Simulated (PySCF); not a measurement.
# How methods differ on the ionisation energy of Os⁵⁴⁺

Os⁵⁴⁺ [Ar] 3d4 (5D) → Os⁵⁵⁺ [Ar] 3d3 (4F), as a difference of total energies. Calculation: PySCF 2.14, in an uncontracted even-tempered set (17 s from 14 bohr⁻², ratio 2.5; 12 p from 18 bohr⁻², ratio 2.5; 7 d from 18 bohr⁻², ratio 2.5; 4 f from 65 bohr⁻², ratio 2.7; 3 g from 97 bohr⁻², ratio 2.7); scalar relativity by spin-free X2C-1e. Correlated levels: outer shells: [Ne] frozen; virtual orbitals above 40 to 60 times the deepest correlated orbital energy dropped. The calculations carry no spin-orbit coupling.

```json
{"method": "UHF", "ionisation energy (eV)": "5243.6"}
{"method": "LDA", "ionisation energy (eV)": "5242.1"}
{"method": "PBE", "ionisation energy (eV)": "5241.0"}
{"method": "PBE0", "ionisation energy (eV)": "5242.2"}
{"method": "r2SCAN", "ionisation energy (eV)": "5241.1"}
{"method": "BLYP", "ionisation energy (eV)": "5240.9"}
{"method": "M06-L", "ionisation energy (eV)": "5243.3"}
{"method": "MP2 (outer shells)", "ionisation energy (eV)": "5244.0"}
{"method": "SCS-MP2 (outer shells)", "ionisation energy (eV)": "5243.5"}
```

Spin-orbit coupling is strong in these open shells (close to jj coupling). The scalar numbers leave it out and a first-order estimate fails, so it can dominate the gap to the real levels.

Breit and QED terms and the two-electron picture change are absent.

For comparison: 5280 ± 5 eV (theoretical estimate listed by NIST; NIST Atomic Spectra Database, ionization energies).
